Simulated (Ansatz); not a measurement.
Ideal-gas functions of F₂H₂NSi (`[NH][SiH](F)F`) radical at 800 K and 1 bar, from an Ansatz frequency run at PBE0-D4/def2-TZVP.

Molar mass 82.1 g/mol, point group C1 (symmetry number 1), electronic degeneracy 2, moments of inertia 70.41, 73.895, 126.517 u Å². Harmonic wavenumbers (cm⁻¹, unscaled): 139, 268, 305, 367, 704, 769, 828, 841, 947, 979, 2296, 3515.

Use S(trans) = R[1.5 ln M + 2.5 ln T − 1.1517]; rotational temperatures θ = 24.2544 K / I; S(rot) = R[ln(√π/σ · √(T³/θAθBθC)) + 1.5]; for each mode x = 1.438777 ν̃/T, S = R[x/(eˣ − 1) − ln(1 − e⁻ˣ)] and H = RT x/(eˣ − 1); 1 cm⁻¹ = 0.0119627 kJ/mol; R = 8.31446 J/(mol·K).

Problem. By hand: the entropy, in J/(mol·K).

Solution. Translation 184.3. Rotation: θ = 0.3445, 0.3282, 0.1917 K, giving 116.5. Vibration, mode by mode: 19.86, 14.46, 13.41, 11.92, 6.89, 6.25, 5.73, 5.62, 4.82, 4.61, 0.70, 0.11, in all 94.4. Electronic 5.8. Sum 401.0 J/(mol·K).

Problem. By hand: H − E and G − E in kJ/mol, counted from the electronic energy.

Solution. Zero-point energy ½ × 11958 × 0.0119627 = 71.5; thermal vibration 38.3; translation, rotation and pV give 4 RT = 26.6. H − E = 136.4 kJ/mol, and G − E = 136.4 − 800 × 401.0/1000 = -184.4 kJ/mol.

Vibration gives 24 % of the entropy, 19.9 J/(mol·K) of it from the mode under 150 cm⁻¹: soft modes count most, and the harmonic formula is weakest for them. The sum counts one conformer and one mirror image; others add a mixing term.
